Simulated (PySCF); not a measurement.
**Ionisation energy of Zr³⁺ by level of theory**

Zr³⁺ [Kr] 4d1 [4d3/2^1, M_J = 3/2] → Zr⁴⁺ [Kr], as a difference of total energies. All numbers are calculated (PySCF 2.14, the two-component X2C-1e Hamiltonian, in x2c-SVPall-2c (6s8p6d1f, 67 functions)). Correlated levels: [Ar] 3d10 frozen; the 6 highest virtual spinors dropped. "Screened" scales the spin-orbit matrix elements by Boettger's factors to mimic the two-electron term; Breit and QED terms are absent.

| method | ionisation energy (eV) |
| --- | --- |
| GHF (spin-free) | 33.360 |
| GMP2 (spin-free) | 33.545 |
| GHF (screened spin-orbit) | 33.446 |
| GMP2 (screened spin-orbit) | 33.646 |

Q: How much does correlation contribute at GMP2 (screened spin-orbit)?

A: 33.646 − (33.446) = 0.200 eV, measured against GHF (screened spin-orbit).

The spin-free rows lack the spin-orbit shift.

Errors of the correlated levels include the incompleteness of this basis and the frozen core.

For comparison: 34.418 eV (measured; NIST Atomic Spectra Database, ionization energies).
